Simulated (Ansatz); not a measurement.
`CB[CH](F)[AlH2]` + H₂O → `CBC(O)F` + `[AlH3]`  (formal hydrolysis of a C–Al bond)

Computed with Ansatz on PBE0-D4/def2-TZVP structures; ΔE is electronic, products minus reactants. CCSD(T)/CBS is the MP2 limit (def2-TZVPP, def2-QZVPP) plus CCSD(T) − MP2 in def2-TZVPP, frozen cores. This one scheme is used for every species. Functionals use def2-TZVPP. One conformer a species, not always the lowest.

**Question.** Is it downhill or uphill in electronic energy at CCSD(T)/CBS, and by how much? (An estimate is asked.)

**Answer.** The calculation gave: Uphill: ΔE = +0.79 eV.

**Question.** What do these levels give: ωB97M-V, PBE, r2SCAN, SCS-MP2/def2-TZVPP, HF/CBS(def2), CCSD/CBS(def2)? (An estimate is asked.)

**Answer.** The calculation gave: ωB97M-V 0.73, PBE 0.84, r2SCAN 0.81, SCS-MP2/def2-TZVPP 0.62, HF/CBS(def2) 0.04, CCSD/CBS(def2) 0.69 eV.

Largest T1 diagnostic among the species: 0.013.

In def2-TZVPP, CCSD(T) changes the Hartree–Fock value by +0.68 eV (the triples alone add +0.10 eV) and MP2 by +0.77 eV. The D4 term adds +0.09 eV with B3LYP and +0.05 eV with PBE0; it sums over pairs of atoms, weighted by their polarisabilities, and B3LYP, whose exchange is more repulsive, gets the larger term.

B3LYP here is the variant with VWN-RPA as its local correlation; programs differ in this.
